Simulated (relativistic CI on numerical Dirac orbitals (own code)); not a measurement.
## Hyperfine structure of Bi L, mass number 209

Computed by Dirac-Coulomb-Breit CI, KLI orbitals optimised for each configuration, model QED (radiative potential, 1s self-energy scaled to tabulated hydrogen-like ionisation energies), unscaled Slater integrals (own radial code, finite nucleus).

Configurations in the expansion (outside the closed core [Ar] 3d10): 4s²4p⁴, 4s4p⁵, 4s²4p³4d, 4p⁶, 4s²4p³4f, 4s4p⁴4d, 4s4p⁴4f, 4p⁵4d, 4s²4p²4d4f, 4s4p³4d², 4p⁵4f, 4p⁴4d², 4p³4d³, 4p³4d²4f. Double excitations out of closed p, d and f shells are left out; levels of such configurations are missing from the list, as are those of other unlisted configurations, and high levels can miss mixing partners.

Nuclear spin I = 9/2, μ = 4.092 μN, Q = -0.516 b (tables of Stone and Pyykkö). The electronic factors are computed for point nuclear moments, without core polarisation or the Bohr-Weisskopf and QED corrections.

```
     Level  E (cm⁻¹)  A (GHz)  B (GHz)
4s²4p⁴ ³P2         0    84.62    -8.11
4s²4p⁴ ³P1   1391682   -120.4     49.9
4s²4p⁴ ¹D2   1435166    292.3      108
4s4p⁵ ³P°2   2403562    688.4     96.5
```

Levels with J = 0, under 50 % of one LS term, or S terms without an open s electron are left out. Small factors come from cancelling terms and can be off by tens of per cent or more.

At this charge energies of transitions that change n are usually good to better than 1 %, and those within a shell (Δn = 0) to a few per cent.

(1) Give the hyperfine levels of 4s²4p⁴ ³P1 relative to its centre of gravity.

Answers

(1) With K = F(F + 1) − I(I + 1) − J(J + 1), E = AK/2 + B[¾K(K + 1) − I(I + 1)J(J + 1)]/[2I(2I − 1)J(2J − 1)]: F = 7/2: 684.9, F = 9/2: 87.08, F = 11/2: -529.2 GHz.

LS names give the leading component of a level, which can be under half, so a name can repeat, a term be missing and a line seem to break the LS rules.
